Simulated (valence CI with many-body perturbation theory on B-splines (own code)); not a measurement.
**C: calculated level list**

Calculated by relativistic CI+MBPT: four valence electrons over a frozen Dirac-Fock core [He], radial functions for each j: 11 s, 11 p, 9 d, 7 f, 5 g, 2 h, 1 i, with the one-electron correlation potential Σ1 (screened to all orders), the two-electron term Σ2, the three-electron term Σ3, Breit, model QED; selected single and double excitations, second order for the rest, scaled by the run's own slope (own B-spline code, finite nucleus).

Against 36 measured levels this calculation errs by 37 cm⁻¹ on average and by 83 at most. These come from a selection out of the NIST Handbook of Basic Atomic Spectroscopic Data. Levels without a partner in it may be off by more. Among the levels kept, up to 900 cm⁻¹ of a level comes from second order outside the variational space, and about a tenth of that is noise between levels of different J, which matters for small intervals.

Levels 1 to 45 of 93, with energies above the lowest level, 2s²2p² ³P_0. "Leading %" is the weight of the configuration and term that name the level; weights of strongly mixed levels are sums over their largest components and can fall short. In the jj column 3d3/2^4 stands for four electrons in 3d with j = 3/2.

```tsv
No.	Configuration	Term	J	E (cm⁻¹)	Leading %	g	Leading jj
1	2s²2p²	³P	0	0.0	94		2s^2 2p1/2^2 (63 %)
2	2s²2p²	³P	1	18.7	94	1.501	2s^2 2p1/2 2p3/2 (94 %)
3	2s²2p²	³P	2	55.8	94	1.501	2s^2 2p3/2^2 (63 %)
4	2s²2p²	¹D	2	10253	94	1.000	2s^2 2p1/2 2p3/2 (63 %)
5	2s²2p²	¹S	0	21731	90		2s^2 2p3/2^2 (60 %)
6	2s2p³	⁵S°	2	33675	98	2.002	2s 2p1/2 2p3/2^2 (54 %)
7	2s²2p3s	³P°	0	60282	88		2s^2 2p1/2 3s (88 %)
8	2s²2p3s	³P°	1	60306	88	1.501	2s^2 2p1/2 3s (60 %)
9	2s²2p3s	³P°	2	60342	88	1.501	2s^2 2p3/2 3s (88 %)
10	2s²2p3s	¹P°	1	61940	89	1.000	2s^2 2p3/2 3s (61 %)
11	2s2p³	³D°	1	64100	90	0.499	2s 2p1/2 2p3/2^2 (40 %)
12	2s2p³	³D°	2	64103	90	1.167	2s 2p1/2 2p3/2^2 (60 %)
13	2s2p³	³D°	3	64106	90	1.334	2s 2p1/2 2p3/2^2 (90 %)
14	2s²2p3p	¹P	1	68819	89	1.000	2s^2 2p3/2 3p3/2 (48 %)
15	2s²2p3p	³D	1	69651	89	0.499	2s^2 2p1/2 3p1/2 (64 %)
16	2s²2p3p	³D	2	69672	90	1.167	2s^2 2p1/2 3p3/2 (46 %)
17	2s²2p3p	³D	3	69696	90	1.334	2s^2 2p3/2 3p3/2 (90 %)
18	2s²2p3p	³S	1	70702	90	2.001	2s^2 2p3/2 3p3/2 (34 %)
19	2s²2p3p	³P	0	71302	88		2s^2 2p1/2 3p1/2 (60 %)
20	2s²2p3p	³P	1	71321	89	1.502	2s^2 2p3/2 3p1/2 (47 %)
21	2s²2p3p	³P	2	71339	89	1.501	2s^2 2p3/2 3p3/2 (58 %)
22	2s²2p3p	¹D	2	72579	87	1.000	2s^2 2p3/2 3p3/2 (30 %)
23	2s²2p3p	¹S	0	73964	83		2s^2 2p3/2 3p3/2 (56 %)
24	2s2p³	³P°	0	75282	66		2s 2p1/2 2p3/2^2 (66 %)
25	2s2p³	³P°	1	75290	67	1.501	2s 2p1/2 2p3/2^2 (45 %)
26	2s2p³	³P°	2	75298	67	1.501	2s 2p3/2^3 (34 %)
27	2s²2p3d	¹D°	2	77656	88	1.000	2s^2 2p3/2 3d5/2 (39 %)
28	2s²2p4s	³P°	0	78055	70		2s^2 2p1/2 4s (70 %)
29	2s²2p4s	³P°	1	78073	69	1.494	2s^2 2p1/2 4s (54 %)
30	2s²2p4s	³P°	2	78105	69	1.499	2s^2 2p3/2 4s (69 %)
31	2s²2p3d	³F°	2	78171	87	0.680	2s^2 2p1/2 3d3/2 (67 %)
32	2s²2p3d	³F°	3	78186	84	1.096	2s^2 2p1/2 3d5/2 (58 %)
33	2s²2p3d	³F°	4	78218	90	1.251	2s^2 2p3/2 3d5/2 (90 %)
34	2s²2p3d	³D°	1	78257	77	0.562	2s^2 2p1/2 3d3/2 (53 %)
35	2s²2p3d	³D°	2	78276	86	1.156	2s^2 2p3/2 3d3/2 (56 %)
36	2s²2p3d	³D°	3	78283	83	1.320	2s^2 2p3/2 3d5/2 (60 %)
37	2s²2p4s	¹P°	1	78294	67	0.945	2s^2 2p3/2 4s (52 %)
38	2s²2p3d	¹F°	3	78498	88	1.002	2s^2 2p3/2 3d3/2 (40 %)
39	2s²2p3d	¹P°	1	78696	75	0.999	2s^2 2p3/2 3d5/2 (48 %)
40	2s²2p3d	³P°	2	79314	57	1.501	2s^2 2p1/2 3d5/2 (26 %)
41	2s²2p3d	³P°	0	79315	59		2s^2 2p3/2 3d3/2 (59 %)
42	2s²2p3d	³P°	1	79318	59	1.501	2s^2 2p3/2 3d3/2 (32 %)
43	2s²2p4p	¹P	1	80530	87	0.997	2s^2 2p3/2 4p3/2 (42 %)
44	2s²2p4p	³D	1	80741	88	0.504	2s^2 2p1/2 4p1/2 (59 %)
45	2s²2p4p	³D	2	80757	89	1.167	2s^2 2p1/2 4p3/2 (48 %)
```

Names give the largest LS component (configuration and term), which can be under half, so a name can repeat, a term be missing and a line seem to break the LS rules; names also repeat where a configuration has a term twice.

Where two levels of one J and parity lie close, their mixing, g and order are uncertain.

The ionisation energy to 2s²2p ²P°1/2 of the next ion comes out as 11.254 eV (NIST: 11.2603 eV (measured)). All 93 levels together are meant to be complete up to 86306 cm⁻¹.
